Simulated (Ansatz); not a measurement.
Ge₂H₁₀Si₂, SMILES `[SiH3][GeH2][SiH2][GeH3]` from Hartree–Fock to CCSD(T)

Cartesian coordinates in Å:
```
Si 0.253 -2.162 1.030
Ge -1.433 -0.537 0.607
Si -0.752 0.912 -1.155
Ge 1.362 1.872 -0.638
H 0.542 -2.922 -0.214
H 1.498 -1.480 1.471
H -0.176 -3.115 2.088
H -2.760 -1.231 0.248
H -1.669 0.297 1.881
H -0.638 0.127 -2.415
H -1.758 1.990 -1.365
H 2.425 0.766 -0.518
H 1.812 2.863 -1.725
H 1.294 2.619 0.705
```

The species carries charge 0 and has multiplicity 1. Correlated methods include outer-core shells of Ge, which these sets cover unevenly. Scalar relativity is left out up to krypton. All single points use the PBE0-D4/def2-TZVP geometry. It is one conformer, not always the lowest. Frozen core, restricted reference, the Gaussian-basis code of Ansatz.

```json
{"basis": "def2-SVP", "HF (Eh)": "-4733.70655", "MP2 corr.": "-0.67968", "CCSD corr.": "-0.74113", "(T)": "-0.02135", "CCSD(T) total": "-4734.46903"}
{"basis": "def2-TZVPP", "HF (Eh)": "-4734.44078", "MP2 corr.": "-0.78748", "CCSD corr.": "–", "(T)": "–", "CCSD(T) total": "–"}
{"basis": "def2-QZVPP", "HF (Eh)": "-4734.54254", "MP2 corr.": "-1.33416", "CCSD corr.": "–", "(T)": "–", "CCSD(T) total": "–"}
```
